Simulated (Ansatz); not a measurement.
`C[SiH](F)[SiH2]O` → `O[SiH2]F` + `C[SiH]` at 700 K and 1 bar (silylene formation by 1,1-elimination).

Gas-phase electronic energies from Ansatz, PBE0-D4/def2-TZVP geometries. CCSD(T)/CBS adds triple-zeta CCSD(T) − MP2 to the extrapolated MP2 energy (def2 sets, frozen cores). This one scheme is used for every species. One conformer a species, not always the lowest.

```json
{"species": "`C[SiH](F)[SiH2]O`", "CCSD(T)/CBS energy (Eh)": "-795.50494", "H − E (kJ/mol)": "303.3", "S (J/(mol·K))": "523.8"}
{"species": "`O[SiH2]F`", "CCSD(T)/CBS energy (Eh)": "-465.96250", "H − E (kJ/mol)": "137.3", "S (J/(mol·K))": "346.2"}
{"species": "`C[SiH]`", "CCSD(T)/CBS energy (Eh)": "-329.46712", "H − E (kJ/mol)": "152.0", "S (J/(mol·K))": "322.2"}
```

H − E and S are ideal-gas, rigid-rotor, harmonic terms from PBE0-D4/def2-TZVP, for one conformer and one mirror image of each species. 1 Eh = 2625.50 kJ/mol, R = 8.31446 J/(mol·K).

Q: By hand: ΔE, ΔH, ΔS and ΔG.

A: ΔE = (-465.96250) + (-329.46712) − (-795.50494) = 0.07532 Eh = 197.8 kJ/mol. Δ(H − E) = 137.3 + 152.0 − 303.3 = -14.0, so ΔH = 183.8 kJ/mol. ΔS = 346.2 + 322.2 − 523.8 = 144.6 J/(mol·K). ΔG = 183.8 − 700 × (144.6)/1000 = 82.6 kJ/mol.

Q: By hand: the equilibrium constant, and the temperature at which ΔG would vanish if ΔH and ΔS stayed fixed.

A: log₁₀ K = −ΔG/(RT ln 10) = -6.2. ΔG = 0 at ΔH/ΔS = 1271 K.

The number of gas molecules changes by +1, which sets the sign of ΔS. A doubt of 5 kJ/mol in ΔE shifts log₁₀ K by 0.4 here. Other conformers and mirror images would add mixing entropy, several J/(mol·K) or more a flexible species. Modes under 60 cm⁻¹, often nearly free rotors, make the harmonic entropy too high. These are equilibria of isolated gas molecules and say nothing of rates. Largest T1 diagnostic: 0.012 (customary marks: 0.02 for closed shells, 0.045 for open ones).
